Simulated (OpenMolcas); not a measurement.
**V: from CASSCF to CASPT2**

- Program: OpenMolcas 26.06
- Basis: ANO-RCC-VTZP [6s5p3d2f1g]
- Scalar Hamiltonian: DKH2, point nucleus
- Active space: 3 electrons in 5 orbitals (3d)
- State averaging: 2S+1 = 4 even, 10 roots; 2S+1 = 2 even, 40 roots
- Spin-orbit coupling: RASSI with atomic mean-field integrals over the reference wave functions, term energies averaged over their components

Methods on the same reference wave functions:
A. CASSCF
B. SS-CASPT2, IPEA 0.25 Eh, imaginary shift 0.1 Eh (closed shells correlated: 3s 3p 4s)
C. MS-CASPT2, IPEA 0.25 Eh, imaginary shift 0.1 Eh (closed shells correlated: 3s 3p 4s)
D. XMS-CASPT2, IPEA 0.25 Eh, imaginary shift 0.1 Eh (closed shells correlated: 3s 3p 4s)

Energies in cm⁻¹ above 3d³ 4s² ⁴F_3/2, the measured ground level; measured values from NIST Handbook of Basic Atomic Spectroscopic Data.

| Level | A | B | C | D | Measured |
| --- | --- | --- | --- | --- | --- |
| 3d³ 4s² ⁴F_3/2 | 0.0 | 0.0 | 0.0 | 0.0 | 0.0 |
| 3d³ 4s² ⁴F_5/2 | 146 | 147 | 148 | 147 | 137 |
| 3d³ 4s² ⁴F_7/2 | 348 | 349 | 349 | 349 | 323 |
| 3d³ 4s² ⁴F_9/2 | 601 | 602 | 602 | 602 | 553 |
| 3d³ 4s² ⁴P_1/2 | 14212 | 11150 | 11140 | 11120 | 9545 |
| 3d³ 4s² ⁴P_3/2 | 14283 | 11210 | 11200 | 11190 | 9637 |
| 3d³ 4s² ²G_7/2 | 14291 | 10310 | 10310 | 11250 |  |
| 3d³ 4s² ⁴P_5/2 | 14447 | 11380 | 11380 | 11360 | 9825 |
| 3d³ 4s² ²G_9/2 | 14503 | 10520 | 10520 | 11470 |  |
| 3d³ 4s² ²P_1/2 | 18861 | 14900 | 13820 | 14520 |  |
| 3d³ 4s² ²H_9/2 | 18879 | 15100 | 15400 | 16130 |  |
| 3d³ 4s² ²P_3/2 | 18961 | 15240 | 13830 | 14520 |  |
| 3d³ 4s² ²H_11/2 | 19045 | 15270 | 15570 | 16290 |  |
| 3d³ 4s² ²D_3/2(1) | 20464 | 14330 | 14640 | 15320 |  |
| 3d³ 4s² ²D_5/2(1) | 20636 | 14730 | 14730 | 15400 |  |
| 3d³ 4s² ²F_7/2 | 32564 | 25580 | 25580 | 26750 |  |
| 3d³ 4s² ²F_5/2 | 32656 | 25670 | 25670 | 26840 |  |
| 3d³ 4s² ²D_5/2(2) | 50728 | 40110 | 40110 | 40230 |  |
| 3d³ 4s² ²D_3/2(2) | 50839 | 40220 | 40240 | 40360 |  |

Deviations, from unrounded energies. A percentage is the sum of absolute deviations over the sum of measured energies, with the sign that they share, or ± where signs differ.

| Against measurement | Levels | A | B | C | D |
| --- | --- | --- | --- | --- | --- |
| mean absolute deviation (cm-1) | 6 | 2300 | 800 | 800 | 790 |
| fine structure of the ground term (%) | 3 | +8.0 | +8.4 | +8.4 | +8.4 |
| other terms of the ground configuration (%) | 3 | +48.0 | +16.3 | +16.3 | +16.1 |

B, C, D lie about equally close to measurement and A furthest from it. The largest miss of D in the table is 3d³ 4s² ⁴P_1/2, by +1600 cm-1. The ranking rests on the paired levels alone, and a cruder setting can come out closer through cancelling errors.

Among B to D the level of the table that moves most is 3d³ 4s² ²P_3/2, by 1400 cm-1 (lowest in C, highest in B). Moves below CASPT2's spread within the term are not significant.

The mean deviations of B to D differ by less than CASPT2's widest spread within a term (2300 cm-1), so their order carries little weight.

From A to B the spin-free energies of the other terms of 3d³ 4s² shown, above ⁴F, scale by factors of 0.71 to 0.80, as is usual when dynamic correlation screens the repulsion within a d or f shell.

The lowest spin-free term lies below A's lowest term by 0.397 hartree in B, 0.397 hartree in C, 0.405 hartree in D.

CASPT2 breaks the degeneracy within a term, and the mean is taken; among the terms shown or strongly mixed into the levels shown the widest spread is 2300 cm-1 (3d³ 4s² ²F, D). With the s shell closed, the reference lacks s² → p², s² → d² and s → d mixing, so excited terms can stand far too high and out of order, with CASPT2 too. The CASPT2 spread within a term exceeds the gap to the next term for 3d³ 4s² ²D(1) and 3d³ 4s² ²P, 3d³ 4s² ²P and 3d³ 4s² ²H, so the order of their levels is uncertain, and so are names and mixing where such terms share a J (figures for B; the like holds for D). Without dynamic correlation excited terms often stand tens of per cent too high (terms of higher spin than the ground term too low), and those without a measured partner can miss by more than the paired ones (holds for A). Some terms miss by over 15 % even with CASPT2, which points to a basis or an active space too small for the shells correlated (holds for B; C; D). Measured partners are found by configuration, term and J. A level has none where our copy of the source lacks it or the pairing is in doubt (some pairs that miss far off the trend of their configuration count as doubtful), and it then counts in no deviation. Levels of configurations outside the active space are missing.

A number in round brackets counts repeated terms of one configuration in the order of the reference energies.
